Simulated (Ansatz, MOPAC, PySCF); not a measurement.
Isomers of CH4OSi. Gas-phase values, no solvent. One relaxed conformer stands for each flexible species; it need not be the lowest. Strings in code marks are SMILES.

Quantity: vertical ionisation energy (energy after one electron is removed minus that of the parent at the parent's geometry), in eV.

Level 1: frozen-core CCSD(T)/cc-pVTZ // B3LYP-D3(BJ)/def2-TZVP (Ansatz, an electronic-structure program)
Level 2: PBE-D3(BJ)/def2-TZVP // B3LYP-D3(BJ)/def2-TZVP (PySCF)
Level 3: minus the HOMO energy of AM1 // B3LYP-D3(BJ)/def2-TZVP (MOPAC)
Level 4: minus the HOMO energy of SVWN5/6-31G* // B3LYP-D3(BJ)/def2-TZVP (PySCF)

| species | level 1 | level 2 | level 3 | level 4 |
|---|---|---|---|---|
| `C=[SiH]O` (C–Si–O–H torsion 0°) | … | 8.40 | 8.57 | 4.96 |
| `C1O[SiH2]1` | 10.11 | 10.02 | 10.58 | 6.36 |
| `C[SiH]=O` | … | 10.09 | 10.57 | … |
| `O=C[SiH3]` | 9.59 | 9.39 | … | 5.43 |

Task: Fill in the missing entries.

Result: 
- `C=[SiH]O` (C–Si–O–H torsion 0°), level 1: 8.37
- `C[SiH]=O`, level 1: 10.25
- `C[SiH]=O`, level 4: 6.22
- `O=C[SiH3]`, level 3: 9.97
